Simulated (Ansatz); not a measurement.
Geometry optimisation, Ansatz 0.2.0, UKS PBE0-D4/6-31G.

The input (input.yaml):

```yaml
crystal:
  periodic: [false, false, false]
  atoms:
    - { symbol: "N", position_ang: [0.3809, -2.2687, -0.4061] }
    - { symbol: Si, position_ang: [1.1313, -1.1475, 0.7629] }
    - { symbol: C, position_ang: [0.8571, 0.6444, 0.2611] }
    - { symbol: Al, position_ang: [-0.9587, 1.1501, 0.4273] }
    - { symbol: "N", position_ang: [-1.995, 1.6955, -1.136] }
    - { symbol: F, position_ang: [-1.8695, 1.0338, 2.0193] }
    - { symbol: H, position_ang: [-0.6642, -2.0189, -0.3692] }
    - { symbol: H, position_ang: [0.6968, -1.9134, -1.3725] }
    - { symbol: H, position_ang: [0.5811, -1.359, 2.1469] }
    - { symbol: H, position_ang: [2.5773, -1.4385, 0.8065] }
    - { symbol: H, position_ang: [1.4772, 1.2927, 0.968] }
    - { symbol: H, position_ang: [1.2451, 0.7961, -0.7554] }
    - { symbol: H, position_ang: [-1.957, 0.9623, -1.8373] }
    - { symbol: H, position_ang: [-1.5154, 2.5418, -1.4865] }
magnetization:
  spin_polarized: true
basis:
  gaussian: { orbitals: "6-31G" }
hamiltonian:
  xc: pbe0
  dispersion: d4
relax:
  f_tol: 0.02
  max_steps: 50
```

Command:

```bash
$ ansatz run input.yaml --threads 2 --pin off --max-ram 3072MiB --backend cpu --events-out ev --progress --plain --runs-dir out
```

Q: Where does it end, and by what steps?

A: The forces met the threshold. Limits of this set-up: no polarisation functions. After 18 steps the energy has fallen by 2.803 eV; H10 moved furthest, 1.34 Å. Joined: N1–Al4, Si2–Al4.

```json
{"step": "0", "energy less start (eV)": "0.0000", "largest force component (eV/Å)": "3.236", "accepted": "yes"}
{"step": "1", "energy less start (eV)": "-0.8017", "largest force component (eV/Å)": "1.751", "accepted": "yes"}
{"step": "2", "energy less start (eV)": "-1.1793", "largest force component (eV/Å)": "3.255", "accepted": "yes"}
{"step": "3", "energy less start (eV)": "-1.4481", "largest force component (eV/Å)": "1.373", "accepted": "yes"}
{"step": "4", "energy less start (eV)": "-1.6220", "largest force component (eV/Å)": "0.933", "accepted": "yes"}
{"step": "5", "energy less start (eV)": "-1.7586", "largest force component (eV/Å)": "0.682", "accepted": "yes"}
{"step": "6", "energy less start (eV)": "-1.9406", "largest force component (eV/Å)": "0.628", "accepted": "yes"}
{"step": "7", "energy less start (eV)": "-2.1499", "largest force component (eV/Å)": "0.556", "accepted": "yes"}
{"step": "8", "energy less start (eV)": "-2.4477", "largest force component (eV/Å)": "0.732", "accepted": "yes"}
{"step": "9", "energy less start (eV)": "-2.7055", "largest force component (eV/Å)": "0.710", "accepted": "yes"}
{"step": "10", "energy less start (eV)": "-2.7442", "largest force component (eV/Å)": "0.520", "accepted": "yes"}
{"step": "11", "energy less start (eV)": "-2.7681", "largest force component (eV/Å)": "0.144", "accepted": "yes"}
{"step": "12", "energy less start (eV)": "-2.7802", "largest force component (eV/Å)": "0.091", "accepted": "yes"}
{"step": "13", "energy less start (eV)": "-2.7909", "largest force component (eV/Å)": "0.135", "accepted": "yes"}
{"step": "14", "energy less start (eV)": "-2.7960", "largest force component (eV/Å)": "0.129", "accepted": "yes"}
{"step": "15", "energy less start (eV)": "-2.8001", "largest force component (eV/Å)": "0.088", "accepted": "yes"}
{"step": "16", "energy less start (eV)": "-2.8022", "largest force component (eV/Å)": "0.064", "accepted": "yes"}
{"step": "17", "energy less start (eV)": "-2.8028", "largest force component (eV/Å)": "0.033", "accepted": "yes"}
{"step": "18", "energy less start (eV)": "-2.8030", "largest force component (eV/Å)": "0.015", "accepted": "yes"}
```

```xyz
14
Properties=species:S:1:pos:R:3
N -0.304 -1.397 -0.060
Si 1.410 -0.911 0.573
C 0.980 0.906 0.760
Al -0.895 0.566 0.102
N -1.374 1.271 -1.488
F -2.139 0.370 1.292
H -0.851 -2.008 0.545
H -0.351 -1.746 -1.015
H 1.636 -1.731 1.811
H 2.371 -1.313 -0.509
H 1.034 1.272 1.790
H 1.566 1.573 0.120
H -2.296 1.192 -1.892
H -0.801 1.926 -2.000
```

Whether the end is a true minimum wasn't checked by a vibrational analysis.

The run took 89 s on 2 threads of Arm Neoverse V2 (shared host), peak memory 0.29 GiB.
